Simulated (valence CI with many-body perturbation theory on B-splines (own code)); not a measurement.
## Dy LXII: calculated level list

Computed by relativistic CI+MBPT: three valence electrons over a frozen Dirac-Fock core [He], radial functions for each j: 11 s, 11 p, 9 d, 7 f, 5 g, 2 h, 1 i, with the one-electron correlation potential Σ1, the two-electron term Σ2, the three-electron term Σ3, Breit, model QED; selected CI, second order for the rest (own B-spline code, finite nucleus).

No measured spectrum was set against this ion. As an estimate, large intervals hold to a few tenths of a per cent, small ones and those within an open d or f shell to about a per cent.

Levels 91 to 102 of 102, with energies above the lowest level, (2s^2 2p1/2) J=1/2. "Leading %" is the weight of the configuration and term that name the level; weights of strongly mixed levels are sums over their largest components and can fall short. In the jj column 3d3/2^4 stands for four electrons in 3d with j = 3/2.

```tsv
No.	Configuration	Term	J	E (× 10³ cm⁻¹)	Leading %	Leading jj	g
91	2p²3p	²P°	1/2	79043	86	2p1/2 2p3/2 3p3/2 (99 %)	0.639
92	2p²3d	²G	7/2	79096	53	2p1/2 2p3/2 3d3/2 (98 %)	1.011
93	2p²3d	²D	5/2	79217	36	2p1/2 2p3/2 3d3/2 (97 %)	1.131
94	2p²3d	²D	3/2	79260	47	2p1/2 2p3/2 3d3/2 (98 %)	1.098
95	2p²3d	²P	1/2	79332	37	2p1/2 2p3/2 3d3/2 (100 %)	1.649
96	2p²3d	⁴D	7/2	79508	46	2p1/2 2p3/2 3d5/2 (100 %)	1.296
97	2p²3d	²P	3/2	79649	38	2p1/2 2p3/2 3d5/2 (98 %)	1.323
98	2p²3d	²G	9/2	79650	64	2p1/2 2p3/2 3d5/2 (100 %)	1.171
99	2p²3d	²F	5/2	79661	43	2p1/2 2p3/2 3d5/2 (98 %)	1.134
100	2p²3d	²D	5/2	79798	59	2p1/2 2p3/2 3d5/2 (98 %)	1.244
101	2p²3d	²F	7/2	79849	69	2p1/2 2p3/2 3d5/2 (98 %)	1.123
102	2p²3d	²D	3/2	79897	58	2p1/2 2p3/2 3d5/2 (100 %)	0.964
```
